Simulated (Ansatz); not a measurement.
Ideal-gas functions of AlH$_{3}$Zn$_{2}$ (`[AlH2][Zn][ZnH]`) at 500 K and 1 bar, from an Ansatz frequency run at PBE0-D4/def2-TZVP.

Molar mass 160.79 g/mol, point group C2v (symmetry number 2), electronic degeneracy 1, moments of inertia 3.632, 565.108, 568.741 u Å². Harmonic wavenumbers (cm⁻¹, unscaled): 63, 65, 187, 295, 327, 365, 376, 475, 782, 1763, 1856, 1864.

Use S(trans) = R[1.5 ln M + 2.5 ln T − 1.1517]; rotational temperatures θ = 24.2544 K / I; S(rot) = R[ln(√π/σ · √(T³/θAθBθC)) + 1.5]; for each mode x = 1.438777 ν̃/T, S = R[x/(eˣ − 1) − ln(1 − e⁻ˣ)] and H = RT x/(eˣ − 1); 1 cm⁻¹ = 0.0119627 kJ/mol; R = 8.31446 J/(mol·K).

**Question.** By hand: the entropy, in J/(mol·K).

**Answer.** Translation 183.0. Rotation: θ = 6.678, 0.0429, 0.0426 K, giving 107.3. Vibration, mode by mode: 22.52, 22.27, 13.57, 9.92, 9.12, 8.28, 8.05, 6.33, 3.13, 0.32, 0.25, 0.25, in all 104.0. Electronic 0.0. Sum 394.3 J/(mol·K).

**Question.** By hand: H − E and G − E in kJ/mol, counted from the electronic energy.

**Answer.** Zero-point energy ½ × 8418 × 0.0119627 = 50.4; thermal vibration 23.9; translation, rotation and pV give 4 RT = 16.6. H − E = 90.9 kJ/mol, and G − E = 90.9 − 500 × 394.3/1000 = -106.2 kJ/mol.

Vibration gives 26 % of the entropy, 44.8 J/(mol·K) of it from the modes under 150 cm⁻¹: soft modes count most, and the harmonic formula is weakest for them.
